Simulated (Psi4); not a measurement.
C₅H₁₁Si (SMILES [CH]=C[Si](C)(C)C), doublet, geometry from GFN2-xTB, with bond 7-1 at 1.3 times its length. Base run: CAM-B3LYP/def2-SV(P) run with Psi4 1.11.

Geometry (Å):
```xyz
17

C      0.1445     2.3352    -1.1241
C      0.6510     1.5052    -0.2812
Si    -0.0043    -0.2716     0.1407
C     -0.4094    -0.3126     2.0053
C     -1.5581    -0.6511    -0.8929
C      1.3893    -1.5133    -0.2577
H     -0.9469     2.3197    -1.9834
H      1.5377     1.7638     0.2864
H     -0.7773    -1.2896     2.3055
H     -1.1705     0.4186     2.2606
H      0.4687    -0.0949     2.6058
H     -2.3494     0.0635    -0.6886
H     -1.3420    -0.6089    -1.9560
H     -1.9460    -1.6422    -0.6755
H      2.2824    -1.3055     0.3240
H      1.0831    -2.5314    -0.0351
H      1.6653    -1.4744    -1.3071
```
Charge 0, spin multiplicity 2.
Orbitals are unrestricted.
All else is at Psi4's defaults (density fitting).
Base energy -486.15735 Eh.

Each row names what was changed in the base input (with any setting that the change needs).

```tsv
change	ΔE vs base (µEh)	SCF cycles	grid points	basis functions	outcome
base	0.0	11	361753	110	converged
guess = sap	0.0	14	361753	110	converged
guess = sapgau	0.0	13	361753	110	converged
dft_radial_points = 50	-37.8	11	244800	110	converged
guess = gwh	0.0	14	361753	110	converged
d_convergence = 1e-4	0.0	11	361753	110	converged
cholesky_tolerance = 1e-3 (with scf_type cd)	-	-	-	-	input refused
ints_tolerance = 1e-8	0.0	11	361753	110	converged
puream = true	0.0	11	361753	110	converged
dft_radial_scheme = mura	-0.1	11	367051	110	converged
scf_type = direct	97.1	13	361753	110	converged
level_shift = 0.3	0.0	11	361753	110	converged
df_basis_scf = def2-universal-jkfit	0.0	11	361753	110	converged
```

Open shells are given as the SCF converged; they aren't shown to be the lowest states, and a large step between rows can be another state.

- cholesky_tolerance = 1e-3 (with scf_type cd): ended with `psi4.driver.p4util.exceptions.ValidationError: SCF: SCF_TYPE (CD) not supported for range-separated functionals, plese use SCF_TYPE = 'DF' to automatically select the correct JK build.`
